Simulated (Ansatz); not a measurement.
## SiSe: a line through the functionals

SiSe: 2 atoms, total charge 0, spin state singlet. SMILES: `[Si][Se]`. Geometry: relaxed at PBE0-D4/def2-TZVP.

The HOMO–LUMO gap y, in eV, basis aug-cc-pVTZ; a is the functional's share of exact exchange. Programs: Ansatz 0.2.0.

```
functional  program     a  y (eV)
      BLYP   Ansatz     0    3.52
       PBE   Ansatz     0    3.53
     B3LYP   Ansatz   0.2       ?
      PBE0   Ansatz  0.25    5.34
     BHLYP   Ansatz   0.5    7.01
```

Fit y = c + s·a to the known rows and predict B3LYP.


1. Means of the 4 rows: a = 0.1875, y = 4.850.
2. Σ(Δa)² = 0.17188, Σ(Δa·Δy) = 1.2025, so the slope is 1.2025/0.17188 = 6.9962.
3. Intercept: 4.850 − (6.9962) × 0.1875 = 3.538. The largest residual of the fit is 0.053.
4. B3LYP: 3.538 + (6.9962) × 0.2 = 4.94 eV.

The run gave 4.97 eV, so the prediction is off by -0.03 eV, within the largest residual. Exact exchange lowers occupied levels and raises empty ones.
